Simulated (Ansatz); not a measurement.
Consider the atomization: `BO[SiH](O)F` → B• + F• + 4 H• + 2 O• + Si•.

Computed with Ansatz on PBE0-D4/def2-TZVP structures; ΔE is electronic, products minus reactants. CCSD(T)/CBS adds triple-zeta CCSD(T) − MP2 to the extrapolated MP2 energy (def2 sets, frozen cores). This one scheme is used for every species, atoms too. DFT in def2-TZVPP. HSE06 is defined as in plane-wave codes. No spin–orbit coupling; open shells (•) take unrestricted orbitals. Spin–orbit coupling would lower the free atoms: a little for B, F, O, Si. Each species was taken in one conformer, which may not be the lowest.

Problem. What is ΔE at CCSD(T)/CBS? (Estimate.)

Solution. Ansatz gave: +3665.9 kJ/mol.

Problem. What do these levels give: PBE-D4, r2SCAN0-D4, BHLYP-D4, CAM-B3LYP-D4, ωB97X-V, HSE06? (Best estimate.)

Solution. The calculation gave: PBE-D4 3675.5, r2SCAN0-D4 3589.2, BHLYP-D4 3534.6, CAM-B3LYP-D4 3677.6, ωB97X-V 3655.8, HSE06 3594.9 kJ/mol.

Largest T1 diagnostic among the species: 0.014.

The D4 term adds +25.6 kJ/mol with B3LYP and +13.3 kJ/mol with PBE0; it sums over pairs of atoms, weighted by their polarisabilities, and B3LYP, whose exchange is more repulsive, gets the larger term. In def2-TZVPP, CCSD(T) changes the Hartree–Fock value by +825.0 kJ/mol (the triples alone add +47.9 kJ/mol) and MP2 by +935.4 kJ/mol; breaking electron pairs costs correlation energy, which Hartree–Fock lacks.

B3LYP here is the variant with VWN-RPA as its local correlation; programs differ in this.

For atomizations the MP2-based limit and the directly extrapolated one differ by several kJ/mol either way, and by 10 to 25 for some Ge, Se and Sn compounds, so smaller differences from it don't rank the levels.
